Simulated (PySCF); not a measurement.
W(O)2(F)(NH2) (FH2NO2W), SMILES [F][W](=[O])(=[O])[NH2], multiplicity 1.

Geometry optimised at PBE0-D3(BJ)/def2-SVP. The spin state was assumed, not searched. The structure was generated by enumeration; whether it is a known compound was not checked. The def2 effective core potentials stand for the cores of W; spin–orbit coupling is left out. One conformer was computed; it need not be the lowest.

Two levels are set side by side: PBE/def2-TZVP (PySCF) and M06-2X/def2-TZVP (PySCF). Same geometry, gas phase. Differences are taken from unrounded values.

```csv
quantity,PBE
orbital gap (eV),4.94
highest occupied level (eV),-7.49
lowest empty level (eV),-2.55
dipole moment (D),4.01
mean polarisability (bohr³),49.6
```

Question: These are the PBE values. What does M06-2X give? (An estimate is asked for; the answer gives what the named calculation found.)

Answer: 
```
quantity                     M06-2X  PBE minus M06-2X
---------------------------  ------  ----------------
orbital gap (eV)               9.76             -4.82
highest occupied level (eV)  -10.52              3.03
lowest empty level (eV)       -0.76             -1.79
dipole moment (D)              4.23             -0.22
mean polarisability (bohr³)    47.3               2.4
```

Without exact exchange PBE keeps part of each electron's self-repulsion, which lifts occupied levels and narrows the gap. PBE's more diffuse valence density responds more strongly to a field. Differences between two approximate levels are no errors against the true value.

Rough cost on one machine, each run with all the roots and properties that it gave: M06-2X against PBE about 4 times.
